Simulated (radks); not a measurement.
Results of a calculation; reference values are marked as such.
Q: Yb, configuration [Xe] 4f14 6s2. Code: a radial shooting solver on a logarithmic mesh with Libxc functionals. Model: scalar-relativistic Kohn-Sham, PBE, spin-polarised, spherical densities, point nucleus; hard spherical wall at 10 bohr. Some entries of the table are withheld. Estimate them.

orbital,occ.,eigenvalue (Ry),r(max) (bohr)
1s,2,-4501.476,(1)
2s,2,-762.6464,0.07057
2p,6,-672.0796,0.05756
3s,2,-171.8923,0.1994
3p,6,-144.5966,0.1966
3d,10,-111.3901,0.1603
4s,2,-33.80914,(2)
4p,6,-24.85185,0.4763
4d,10,-13.06855,0.4910
5s,2,-4.02731,1.071
5p,6,-2.00597,(3)
6s,2,-0.28037,3.284
4f,14,-0.21214,0.4833
6p,0,-0.05638,4.480
5d,0,(4),(5)
7s,0,0.17498,(6)

A: 
(1) 1s r(max) (bohr): 0.01237
(2) 4s r(max) (bohr): 0.4551
(3) 5p r(max) (bohr): 1.233
(4) 5d eigenvalue (Ry): -0.03591
(5) 5d r(max) (bohr): 2.115
(6) 7s r(max) (bohr): 6.991
